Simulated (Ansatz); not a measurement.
Molecule: sum formula H$_{2}$SiO, charge -1, multiplicity 2. 
Coordinates optimised at B3LYP-D3(BJ)/def2-TZVP (Ansatz, a first-principles code):
```
Si
O 1 1.5744
H 1 1.5389 2 116.21
H 1 1.5389 3 100.54 2 -126.32
```
Charge -1, spin multiplicity 2.

Basis-set convergence of Hartree-Fock and CCSD(T) correlation energies (hartree) with Ansatz. Valence correlation only, unless marked. UHF or UKS for open shells. Spin-orbit coupling is left out. Non-relativistic. This anion needs diffuse functions, which these sets lack.

| basis | functions | E(HF) | E(corr, CCSD(T)) |
|---|---|---|---|
| cc-pV(D+d)Z | 47 | -364.93858 | -0.31459 |
| cc-pV(T+d)Z | 97 | -364.99228 | -0.39641 |
| cc-pV(Q+d)Z | 179 | ? | ? |

Q: Fill in the missing entries.

A: 
- cc-pV(Q+d)Z, E(HF): -365.00725
- cc-pV(Q+d)Z, E(corr, CCSD(T)): -0.42510
